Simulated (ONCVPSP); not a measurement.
**Varying the ONCV potential for Cr (Z = 24)**

Base potential:

Cr (Z = 24), optimised norm-conserving Vanderbilt (ONCV), made with ONCVPSP 4.0.1 (BLYP, scalar-relativistic). Core [Ar], reference 3d5 4s0.5 (charge +0.5). Waves: 4s: rc 2.65 bohr, ncon 4, nbas 7, qcut 2 1/bohr, 2 projectors, debl 1.6 Ha; p scattering state at 0.13 Ha: rc 2.20 bohr, ncon 4, nbas 7, qcut 4.1 1/bohr, 2 projectors, debl 0.4 Ha; 3d: rc 1.35 bohr, ncon 3, nbas 6, qcut 9.3 1/bohr, 2 projectors, debl 1.7 Ha. Local part: polynomial inside 1.10 bohr (lpopt 5, dvloc0 6 Ha). Core correction: Teter function, fcfact 2, rcfact 1.2.

Cutoffs, loose and tight: the cutoffs (Ha) at which the residual kinetic energy of the hardest occupied pseudo-wave falls to 1 and 0.1 mHa per electron. They do not see the model core or the augmentation charge, which bear on the density cutoff. Test errors are all-electron minus pseudo excitation energies from the reference, over the configurations 3d5 4s1; 3d5 4s0; 3d4 4s0; 3d3 4s0. A dash means not determined; rows that change the core or the reference have their own tests.

A true bound ghost makes a file unfit for plane-wave use even where its test errors are small: the radial tests pick states by their node count and pass the ghost by.

| change | outcome | cutoff, loose | cutoff, tight | bound ghosts | GHOST(+) flags above zero | largest test error (meV) |
| --- | --- | --- | --- | --- | --- | --- |
| base | generated | 38 Ha | 48 Ha | p | s | -307 |
| local potential polynomial inside 1.25 bohr (lpopt 1, dvloc0 6 Ha) | generated | 38 Ha | 48 Ha | p | s | -307 |
| reference 3d5 4s1 | generated | 38 Ha | 50 Ha | p | s | -42 over the solved tests; 1 of 4 tests not solved or not reliable |
| p: debl 0.35 | generated | 38 Ha | 48 Ha | p | s | -307 |
| local potential polynomial inside 1.10 bohr (lpopt 5, dvloc0 2 Ha) | generated | 38 Ha | 48 Ha | s, p | none | -307 |
| d: qcut 12.2 | generated | 52 Ha | 60 Ha | p | s | -359 |

(1) What comes out with this change to the base: s: qcut 1.8; p: qcut 3.8; d: qcut 8.6?

Answers

(1) outcome: generated; cutoff, loose: 36 Ha; cutoff, tight: 78 Ha; bound ghosts: p; GHOST(+) flags above zero: s; largest test error (meV): -313.
